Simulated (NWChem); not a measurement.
Species: AlBrF2; SMILES [Br][Al]([F])[F]

```xyz
4

Al     0.0000     0.0000    -0.9512
F      0.0000    -1.4286    -1.8019
F      0.0000     1.4286    -1.8019
Br     0.0000     0.0000     1.2800
```
Atoms are numbered in this order, from 1.

Results from NWChem. Coordinates come from a PBE-D3(BJ)/def2-SVP optimisation. Vertical excitations in the gas phase; the lowest state need not have the same character in each row.

| level | lowest excitation, singlet (eV) | oscillator strength of that lowest state | lowest state with f > 0.02, singlet (eV) | oscillator strength of that bright state | orbital gap (eV) |
|---|---|---|---|---|---|
| PBE/def2-SVPD, full TDDFT | 5.49 | 0.016 | 5.68 | 0.031 | 5.37 |
| B3LYP/def2-SVPD, full TDDFT | 5.88 | 0.019 | 6.05 | 0.038 | 6.93 |
| Hartree-Fock/def2-SVPD, TDHF | ? | ? | ? | ? | ? |

### Question
Some entries are withheld; supply them.

### Answer

- Hartree-Fock/def2-SVPD, TDHF, lowest excitation, singlet (eV): 7.58
- Hartree-Fock/def2-SVPD, TDHF, oscillator strength of that lowest state: 0.043
- Hartree-Fock/def2-SVPD, TDHF, lowest state with f > 0.02, singlet (eV): 7.58
- Hartree-Fock/def2-SVPD, TDHF, oscillator strength of that bright state: 0.043
- Hartree-Fock/def2-SVPD, TDHF, orbital gap (eV): 12.97
